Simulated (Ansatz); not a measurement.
Species: CH₃Se₂ (charge 0, doublet). It need not be the lowest isomer of its formula. 
Structure (B3LYP-D3(BJ)/def2-TZVP (Ansatz, a program for electronic structure) minimum search):
```xyz
6

Se     1.1726     0.4092     0.4878
Se    -0.6656    -0.1518    -0.6899
C     -1.8461    -0.9275     0.6865
H     -2.7667    -1.2261     0.1870
H     -2.0457    -0.1719     1.4406
H     -1.3506    -1.7884     1.1258
```
Charge 0, spin multiplicity 2.

Total electronic energies in hartree. Cores are frozen in the correlated levels unless marked. Open shells are spin-unrestricted. No spin-orbit coupling. Frozen are the shells of the preceding noble gas and the d and f shells that filled before the atom's block. Non-relativistic. FCI takes restricted orbitals. Basis-set limits of correlation are two-point, X^-3; Hartree-Fock from the larger set.

| level | program | energy (Eh) |
|---|---|---|
| HF/aug-cc-pVQZ | Ansatz | -4839.42674 |
| PBE0-D3(BJ)/def2-TZVPD | Ansatz + dftd3 | -4842.42747 |
| PBE0/def2-TZVPD | Ansatz | -4842.42295 |
| BHLYP/def2-TZVPD | Ansatz | [?] |
| r2SCAN0/def2-TZVPD | Ansatz | -4842.97258 |
| HSE06-D3(BJ)/def2-TZVPD | Ansatz + dftd3 | -4842.43068 |
| HSE06-D4/def2-TZVPD | Ansatz + dftd4 | -4842.43082 |
| MP2/STO-3G | Ansatz | -4786.36096 |
| MP2/6-31G | Ansatz | -4838.74443 |
| MP2/cc-pVTZ | Ansatz | -4839.87804 |
| RI-MP2/aug-cc-pVTZ | Ansatz | -4839.88913 |
| RI-MP2/cc-pVTZ | Ansatz | -4839.87790 |
| CCSD(T)/aug-cc-pVTZ | Ansatz | -4839.95503 |
| FCI/STO-3G | Ansatz | [?] |
| CCSD(T)/CBS(cc-pVTZ,cc-pVQZ) | Ansatz | -4840.0156 |

### Question
Complete the blanks.

### Answer

- BHLYP/def2-TZVPD, energy (Eh): -4842.98550
- FCI/STO-3G, energy (Eh): -4786.39305
